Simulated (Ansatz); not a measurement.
Mulliken charges of C₄H₄BN (`b1ccccn1`) from r2SCAN/def2-TZVPP in Ansatz (PBE0-D4/def2-TZVP geometry).

```csv
atom,x (Å),y (Å),z (Å),charge (e)
B1,0.036,0.045,-1.548,0.129
C2,0.843,-0.971,-0.919,-0.205
C3,0.587,-0.733,0.438,-0.015
C4,-0.263,0.275,0.921,-0.146
C5,-0.929,1.132,0.053,0.074
N6,-0.786,1.032,-1.285,-0.201
H7,1.502,-1.755,-1.252,0.103
H8,1.080,-1.373,1.166,0.087
H9,-0.403,0.387,1.990,0.083
H10,-1.584,1.909,0.440,0.090
```

**Question.** By hand: the dipole of these point charges (1 e Å = 4.8032 D).

**Answer.** Σ q r = (0.023, -0.044, 0.287) e Å, of length 0.291 e Å = 1.40 D.

**Question.** How does the dipole of the full density compare? (Best estimate.)

**Answer.** Computed: (0.215, -0.270, 0.157) e Å, 1.82 D; the point charges give 0.77 times that, at 56° from its direction.

Point charges leave out the atoms' own dipoles, such as those of lone pairs, and Mulliken's split depends on the basis, so the two needn't agree.
